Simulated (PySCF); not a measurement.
CH6GeO2Si, SMILES [CH3][GeH]1[O][SiH2][O]1.

Coordinates come from a PBE0-D3(BJ)/def2-SVP optimisation. The structure was generated by enumeration, and PubChem lists no compound with its InChIKey, so it may never have been made.

Vertical ionisation energy (IE) and electron affinity (EA) in eV. Rows of orbital energies are one-electron estimates. Where ΔSCF, EOM or ADC give a negative EA the extra electron is unbound and the value depends on the basis.

```tsv
level	IE	EA
−ε(HOMO), −ε(LUMO), M06-2X/def2-TZVP (PySCF)	9.52	-0.41
−ε(HOMO), −ε(LUMO), PBE/def2-TZVP (PySCF)	…	…
```

Fill in the missing entries. (The exact figures need the calculation; the answer reports its results.)


- −ε(HOMO), −ε(LUMO), PBE/def2-TZVP (PySCF), IE: 6.71
- −ε(HOMO), −ε(LUMO), PBE/def2-TZVP (PySCF), EA: 1.33
